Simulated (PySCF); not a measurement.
Si(CCH)2(F)(Me) (C5H5FSi), SMILES C#C[Si](C)(F)C#C. Atoms are numbered in the order given.

```xyz
12

C     -0.2102    -1.4011     2.4913
C     -0.0807    -0.7200     1.4948
Si     0.0788     0.3297     0.0000
C     -1.1581     1.7079     0.0000
F      1.5810     0.9594     0.0000
C     -0.0807    -0.7200    -1.4948
C     -0.2102    -1.4011    -2.4913
H     -0.3211    -2.0085     3.3744
H     -1.0349     2.3371     0.8952
H     -1.0349     2.3371    -0.8952
H     -2.1807     1.2985     0.0000
H     -0.3211    -2.0085    -3.3744
```

Coordinates come from a ωB97X-D3(BJ)/def2-SVP optimisation.

Method: PBE/pcSseg-1 run with PySCF.

GIAO shieldings, no solvent; atoms alike by connectivity are averaged. δ = σ(ref) − σ: ¹³C against TMS (σ = 182.0 ppm); ²⁹Si against TMS (σ = 335.4 ppm); ¹⁹F against CFCl3 (σ = 133.6 ppm); ¹H against TMS (σ = 31.49 ppm), references at their B3LYP-D3(BJ)/def2-TZVP geometries, non-relativistic.

Computed chemical shifts:
| nucleus | atoms | count | δ (ppm) |
|---|---|---|---|
| ¹³C | C1, C7 | 2 | 100.0 |
| ¹³C | C2, C6 | 2 | 87.1 |
| ¹³C | C4 | 1 | 4.6 |
| ²⁹Si | Si3 | 1 | -29.8 |
| ¹⁹F | F5 | 1 | -191.3 |
| ¹H | H8, H12 | 2 | 2.58 |
| ¹H | H9, H10, H11 | 3 | 0.75 |
